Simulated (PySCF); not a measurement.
A TDDFT job was run through a driver script with this input:

```
{"job": {"kind": "uv", "xc": "PBE0", "basis": "def2-SVPD", "nstates": 8, "ntriplets": 3}, "charge": 0, "multiplicity": 1}
Br    -1.808365    -1.242477     0.780547
Al     0.002623     0.001224     0.317350
Br     2.052661    -0.774726     0.802883
Br    -0.236685     2.020751    -0.634079
```

Theory: TDDFT PBE0/def2-SVPD, vertical, gas phase, core orbitals frozen in the response in PySCF 2.14.0, density-fitted response routines. Job line and output are in the format of a driver script around the code.

**Question.** Give the output.

**Answer.** 
```
coarse grid: 28352 points
cycle   1  E = -7963.0678687345  dE = -2.881e+00  |g| = 3.051e-01  |ddm| = 2.723e+00
cycle   2  E = -7963.0544219288  dE =  1.345e-02  |g| = 3.482e-01  |ddm| = 1.139e+00
cycle   3  E = -7963.0962313920  dE = -4.181e-02  |g| = 7.130e-02  |ddm| = 6.364e-01
cycle   4  E = -7963.0971918581  dE = -9.605e-04  |g| = 2.205e-03  |ddm| = 5.992e-02
cycle   5  E = -7963.0971931929  dE = -1.335e-06  |g| = 6.024e-04  |ddm| = 5.177e-03
final grid: 51112 points
cycle   6  E = -7963.0970809200  dE = -7.096e-08  |g| = 4.913e-04  |ddm| = 1.385e-03
cycle   7  E = -7963.0970809167  dE =  3.312e-09  |g| = 4.541e-04  |ddm| = 9.819e-04
cycle   8  E = -7963.0970809640  dE = -4.724e-08  |g| = 7.833e-05  |ddm| = 5.917e-04
cycle   9  E = -7963.0970809658  dE = -1.801e-09  |g| = 4.437e-06  |ddm| = 1.123e-04
cycle  10  E = -7963.0970809658  dE = -4.547e-11  |g| = 8.389e-07  |ddm| = 6.148e-06
converged SCF energy = -7963.0970809658

Static polarisability (au): isotropic 88.295, principal 67.876 98.497 98.513

Singlet excitations
state   eV       nm        f      main configurations
  1   5.5665    222.7   0.00000   H->L 0.99
  2   5.7058    217.3   0.00000   H->L+1 1.00
  3   5.9566    208.1   0.00000   H-1->L 0.99
  4   5.9573    208.1   0.00000   H-2->L 0.99
  5   6.1599    201.3   0.01952   H-3->L 0.74, H-1->L+1 0.15
  6   6.1602    201.3   0.01954   H-4->L 0.74, H-2->L+1 0.15
  7   6.2675    197.8   0.00000   H-3->L+1 0.99
  8   6.2677    197.8   0.00000   H-4->L+1 0.99

Triplet excitations (Tamm-Dancoff, eV): 5.3032 5.5953 5.6890
```

Geometry: GFN2-xTB; no solvent, vibrations or thermal averaging. Relativistic effects, spin–orbit coupling among them, are left out although an element past zinc is present.

The species is `[Br][Al]([Br])[Br]` (aluminum bromide).

The SCF starts on a coarse grid; the energy jumps when the final grid takes over, and dE counts afresh there. H and L stand for HOMO and LUMO.

The run took 15 s of wall time on one thread of an Arm Neoverse V2 (shared host).
